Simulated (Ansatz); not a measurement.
A run for Ansatz (a quantum-chemistry and plane-wave program): R-wB97X-V/def2-TZVPP on AlClH3N (SMILES [NH2][AlH][Cl]), a point of a torsion scan.

Ansatz 0.2 input:
```yaml
crystal:
  periodic: [false, false, false]
  atoms:
    - {symbol: N, position_ang: [-0.98253113, -0.22780555, -0.07450844]}
    - {symbol: Al, position_ang: [0.74755031, 0.19080272, -0.01038464]}
    - {symbol: Cl, position_ang: [2.21865551, -0.96737976, -0.78477119]}
    - {symbol: H, position_ang: [-1.48622777, -0.76173491, 0.62355214]}
    - {symbol: H, position_ang: [-1.67825874, 0.30441433, -0.58263114]}
    - {symbol: H, position_ang: [1.18249172, 1.49920880, 0.64100193]}
basis:
  gaussian:
    orbitals: def2-TZVPP
hamiltonian:
  xc: {name: wB97X-V}
scf: {lower_state_search: off}
```

Program output:

```
WARN ansatz: RAYON_NUM_THREADS=1 ignored (pool sized by the plan → 1); use --threads N
Functional definition: wB97X-V
these checks for a lower state are left out or cut short: stability, starts, cluster_reference, orbital_swaps, neighbouring_geometries, increment
integrals: 0.09 GiB planned
930 factors; their error is unknown
integrals: 0.13 GiB planned
197 factors; integrals over basis functions are off by at most 2.1e-5 eV
mean field: 0.76 GiB planned
mean field evaluation 1: about -20653.8459 eV, gradient 5.1e1 eV
mean field evaluation 2: about -20654.0586 eV, gradient 4.9e1 eV
mean field evaluation 4: about -20658.7605 eV, gradient 1.3e0 eV
mean field evaluation 8: about -20658.7912 eV, gradient 1.8e-1 eV
mean field evaluation 16: about -20658.7912 eV, gradient 1.4e-5 eV
mean field -20658.79121182 eV, -759.1965740029 hartree, gradient 4.2e-6 eV, S^2 0.000000; 0 other end points of the search recorded, 0 dependent functions left out
reference -20658.79120993 eV, -759.1965739333 hartree; 20, 20 occupied and 137, 137 virtual orbitals, 930 factors
Total energy: -20658.79120993 eV, -759.1965739333 hartree
Checks for a lower state left out: stability, starts, cluster_reference, orbital_swaps, neighbouring_geometries, increment
```

Self-consistency was reached.

Cost: about 4 core-seconds (a rough figure).
